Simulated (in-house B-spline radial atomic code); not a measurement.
Pb²⁺. Computed with a B-spline radial atomic code. Model: non-relativistic spherical atom: semilocal Troullier-Martins pseudo-atom, one channel per l, against all electrons, high spin, G0W0 and RPA with empty states to l = 8, local potential for every l without a channel, a model core (radius 0 = none) keeps its share of the functional.

The core holds an angular momentum without a channel of its own, so the local potential lets valence electrons into it.

Without relativity these are model numbers for so heavy an element.

What the tables leave out is listed at the end.

The pseudopotential gives back the lowest level of each angular momentum of its own functional in the configuration it was made in; a second state of the same l is only approximately right. Exact exchange, RPA and GW see the smooth pseudo-orbitals and miss the exchange with the core, for which the functional's share stands in. The column with an uncorrelated core keeps all orbitals and exact exchange, and so separates missing core correlation from pseudisation. Only the three outermost levels and the lowest empty one were computed. RPA here is direct RPA, with no exchange kernel, and its energies carry an (l + 1/2)⁻⁴ tail. A hybrid on a potential with a model core restores only its own semilocal share of the core's exchange.

Command:
```bash
python run_psgw.py task.json out
```
Settings (lengths in bohr, energies in hartree):
```
Z                      82
electrons              80
configuration          [Xe] 4f14 5d10 6s2
generated_in           [Xe] 4f14 5d10 6s2 6p2
functional             pbe,pbe
core_shells            12
radius_factor          0.9
core_correction        False
ion_configuration      [Xe] 4f14 5d10 6s1
```

Run time, properties included: 97 s on 1 thread of Arm Neoverse N1 (shared host).

Given: made with PBE; model core radius 0 bohr; local radius 1.19 bohr; mean-field start PBE.

Valence shells of the generating configuration: 5d, 6s, 6p.

Channel: s 1.999, p 2.488, d 0.961 (radii in bohr).

Computed: largest level miss in the spin-unpolarised generating configuration 0.001 eV; valence RPA correlation energy all-electron orbitals -0.65851 hartree; valence RPA correlation energy pseudo -1.127 hartree; all-electron RPA polarisability, core included 16.437 bohr³; pseudo-atom RPA polarisability 16.452 bohr³; ionisation by RPA all-electron 28.522 eV; ionisation by RPA pseudo minus all 0.879 eV.

```tsv
level	occupied	mean-field all-electron (eV)	mean-field pseudo minus all (eV)	G0W0 all-electron (eV)	G0W0 uncorrelated core minus all (eV)	G0W0 pseudo minus all (eV)	exchange self-energy all-electron (eV)	exchange self-energy pseudo (eV)
6s	1	-23.987	0.022	-28.481	0.11	-0.588	-14.956	-13.096
5d	1	-40.741	0.12	-48.273	-0.334	3.15	-41.745	-24.858
6p (empty)	0	-16.995	0.012	-13.996	0.072	-0.322	-5.2027	-4.3491
```

Question: What is the ionisation by mean-field all-electron?

Answer: 28.215 eV.

Question: What is the ionisation by mean-field pseudo minus all?

Answer: -0.067 eV.

Given: mean-field start PBE0.

Computed: valence RPA correlation energy all-electron orbitals -0.62167 hartree; valence RPA correlation energy pseudo -1.0834 hartree; all-electron RPA polarisability, core included 15.05 bohr³; pseudo-atom RPA polarisability 14.873 bohr³; ionisation by mean-field pseudo minus all 0.213 eV; ionisation by RPA all-electron 28.348 eV.

| level | occupied | mean-field all-electron (eV) | mean-field pseudo minus all (eV) | G0W0 all-electron (eV) | G0W0 uncorrelated core minus all (eV) | G0W0 pseudo minus all (eV) | exchange self-energy all-electron (eV) | exchange self-energy pseudo (eV) |
| --- | --- | --- | --- | --- | --- | --- | --- | --- |
| 6s | 1 | -24.8 | -0.218 | -28.381 | 0.112 | -0.741 | -14.79 | -13.168 |
| 6p (empty) | 0 | -16.075 | -0.261 | -13.942 | 0.069 | -0.331 | -4.9566 | -4.3585 |

Question: What is the ionisation by mean-field all-electron?

Answer: 27.873 eV.

Question: What is the ionisation by RPA pseudo minus all?

Answer: 0.916 eV.

Given: mean-field start Hartree-Fock.

Computed: valence RPA correlation energy all-electron orbitals -0.53395 hartree; valence RPA correlation energy pseudo -0.97163 hartree; pseudo-atom RPA polarisability 12.286 bohr³; ionisation by mean-field all-electron 26.086 eV; ionisation by mean-field pseudo minus all 0.908 eV; ionisation by RPA pseudo minus all 1.007 eV.

```tsv
level	occupied	mean-field all-electron (eV)	mean-field pseudo minus all (eV)	G0W0 all-electron (eV)	G0W0 uncorrelated core minus all (eV)	G0W0 pseudo minus all (eV)	exchange self-energy all-electron (eV)	exchange self-energy pseudo (eV)
6s	1	-26.317	-0.922	-28.141	0.111	-1.103	-14.074	-13.162
6p (empty)	0	-12.874	-0.877	-13.871	0.055	-0.436	-4.0749	-4.1786
```

Question: What is the all-electron RPA polarisability, core included?

Answer: 12.828 bohr³.

Question: What is the ionisation by RPA all-electron?

Answer: 27.939 eV.

Among the listed levels the largest G0W0 shift of the pseudo-atom is +3.15 eV, for 5d on the PBE start, while leaving the core uncorrelated moves that level by -0.33 eV. So pseudisation and the lost core exchange, not the missing core correlation, make the error. Not in the tables (levels of low weight, unsolved or above zero; the highest and the empty levels are kept at any weight): on PBE0 the G0W0 levels 5d (pseudo minus all +2.92 eV, weights 0.89 and 0.53); on Hartree-Fock the G0W0 levels 5d (pseudo minus all +2.81 eV, weights 0.94 and 0.89).
